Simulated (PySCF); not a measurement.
SeO₂: fields on a plane

These are results of PySCF, PBE, basis Se def2-TZVP, O def2-TZVP (no relativity, density fitting), not measurements.

The singlet minimum has Se–O 1.632 Å (×2); O–Se–O 114.0°.

The plane holds Se1 at (0.00, 0.00), O2 at (1.63, 0.00), O3 at (-0.66, 1.49) Å. Columns run from x = -2.55 to 4.05 Å, rows from y = 3.75 (top) to -1.95 Å, in steps of 0.3 Å. Other isomers or separated fragments may lie lower.

Give the electron localisation function (set to 0 where the density is under 0.005 e/Å³). Lower edges of the bins: '0' 0.000, '1' 0.095, '2' 0.189, '3' 0.284, '4' 0.378, '5' 0.472, '6' 0.567, '7' 0.661, '8' 0.756, '9' 0.850; top 0.94.


```
00000000000000000000000
00000000000000000000000
00000011100000000000000
00001344431000000000000
00124677653100000000000
00257889875100000000000
01478999985100000000000
02589813984100111000000
13589821873001344210000
02578988863125776420000
01346676323358998631000
00112341441478999741000
00012424664384479852000
00025734664384479741000
00037872441478998741000
00148998434358998631000
00158999985236776410000
00047999974113453200000
00005788752001221000000
00000355420000000000000
```

Give the electrostatic potential (V) (cut at 20 V). Lower edges of the bins (V): '0' -1.25, '1' -1.12, '2' -0.93, '3' -0.61, '4' -0.11, '5' 0.68, '6' 1.94, '7' 3.93, '8' 7.08, '9' 12.08; top 20.0.


```
33332222223333333333333
33322222222233333333333
33222111112223333333333
32211110001222333333333
32112333101222233333333
22124676521222222233333
22136999853332222222333
22148999975433211122233
32248999986553210012233
33347999998765420001223
43446899999977764101223
44456899999999997311223
44567999999999999521223
45567999999999999521223
55567899999999997411223
55566789999977764212223
55556678888765432112233
55555667777654322222333
45555556666554332233333
45555555555544433333333
```
